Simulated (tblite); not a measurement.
Species: C6H11O2 (doublet state).
Atom-mapped SMILES: `[CH3:1][CH:2]([CH3:3])[C@@H:4]1[O:5][CH2:6][C:7]1[OH:8]` (hydrogens: H9, H10, H11 on C1; H12 on C2; H13, H14, H15 on C3; H16 on C4; H17, H18 on C6; H19 on O8)

Structure used (GFN2-xTB), in Å, numbered top down from 1:
```xyz
19
C6H11O2 angstrom
C     -1.661   -0.896   -1.101
C     -0.910   -0.233    0.048
C     -1.492    1.137    0.386
C      0.572   -0.086   -0.314
O      1.265   -1.341   -0.420
C      2.253   -0.969    0.545
C      1.521    0.315    0.778
O      2.123    1.529    0.967
H     -1.664   -0.249   -1.977
H     -1.175   -1.832   -1.362
H     -2.690   -1.101   -0.816
H     -0.969   -0.877    0.931
H     -1.400    1.811   -0.465
H     -0.979    1.573    1.240
H     -2.546    1.045    0.634
H      0.663    0.497   -1.246
H      3.254   -0.872    0.104
H      2.297   -1.676    1.379
H      1.528    2.232    0.682
```

Computed with GFN2-xTB (tblite): harmonic, unscaled wavenumbers at the GFN2-xTB geometry, gas phase. This tight-binding method is rough: wavenumbers can miss measured ones by several per cent, in bad cases by 10 to 20. One conformer, not necessarily the lowest. Open shells enter through the occupations alone, without spin polarisation, and single modes of such species can be off by tens of per cent.

Harmonic wavenumbers (cm⁻¹): 60.0, 107.8, 146.0, 210.5, 228.4, 255.1, 264.8, 301.2, 330.6, 407.1, 459.4, 476.1, 698.3, 843.3, 928.2, 948.7, 957.8, 969.9, 992.5, 1039.4, 1051.6, 1065.9, 1078.9, 1125.8, 1144.5, 1172.7, 1184.2, 1211.9, 1249.8, 1259.1, 1312.4, 1327.1, 1387.5, 1401.8, 1414.1, 1449.5, 1493.6, 1494.7, 1504.1, 1506.8, 2782.4, 2851.3, 2915.3, 2952.6, 3017.8, 3026.4, 3029.1, 3037.2, 3046.1, 3053.9, 3526.1.

A = 3105, B = 1608, C = 1144 MHz; mass 115.076 u (most abundant isotopes); point group C1, symmetry number 1; spin multiplicity 2.

What is the zero-point energy?

Half the sum of the wavenumbers: 34850 cm⁻¹ = 99.64 kcal/mol.

Entropy at 400 K, 1 bar (ideal gas, RRHO, classical rotation)?

Translation 41.62, rotation 29.30, vibration 34.13, spin (R ln 2) 1.38: S = 106.4 cal/(mol K).

And Cp and H(400 K) − H(0)?

Cp = 45.37 cal/(mol K), of which vibrations give 37.42 (their classical limit is 51 R = 101.3); H(400 K) − H(0) = 10.57 kcal/mol without the zero-point energy, 7.39 from vibrations.

How do the functions run with temperature in this model?

| T (K) | S (cal/(mol K)) | Cp (cal/(mol K)) | H − H(0) (kcal/mol) | G − H(0) (kcal/mol) | ln q(vib) |
| --- | --- | --- | --- | --- | --- |
| 50 | 57.5 | 11.5 | 0.46 | -2.42 | 0.26 |
| 100 | 67.3 | 17.4 | 1.18 | -5.55 | 1.08 |
| 298.15 | 94.6 | 35.5 | 6.45 | -21.76 | 5.51 |
| 373.15 | 103.4 | 42.8 | 9.39 | -29.18 | 7.25 |
| 500 | 117.5 | 54.1 | 15.56 | -43.20 | 10.20 |
| 750 | 142.7 | 70.2 | 31.24 | -75.81 | 15.97 |
| 1000 | 164.5 | 80.7 | 50.19 | -114.27 | 21.46 |

q(vib) and H(0) count from the zero-point level.

Which modes carry the vibrational entropy at 400 K?

60.0 cm⁻¹: 5.04; 107.8 cm⁻¹: 3.88; 146.0 cm⁻¹: 3.29; 210.5 cm⁻¹: 2.59; 228.4 cm⁻¹: 2.43; 255.1 cm⁻¹: 2.23 cal/(mol K); the other 45 give 14.67 together.

What must be added to the electronic energy to get the Gibbs energy at 400 K and 1 bar?

ZPE + [H(400 K) − H(0)] − T·S = 99.64 + 10.57 − 42.57 = 67.64 kcal/mol.

Blend soft modes into free rotors: weight 1/[1 + (100 cm⁻¹/ν̃)⁴] for the oscillator and the rest for a rotor with moment μB/(μ + B), μ = h/(8π²ν), B = 10⁻⁴⁴ kg m². What vibrational entropy results?

32.46 cal/(mol K) in place of 34.13, which changes −T·S at 400 K by +0.67 kcal/mol.

Hindered rotation and anharmonicity are outside this model. Other conformers, if any are populated, would add a mixing term that is left out. The structure is chiral; the term R ln 2 for an equal mix with its mirror image is left out.

On one thread of an Arm Neoverse V2, no GPU, on a shared host, this took 0.53 s of wall time. This covers the Hessian and the dipole derivatives.
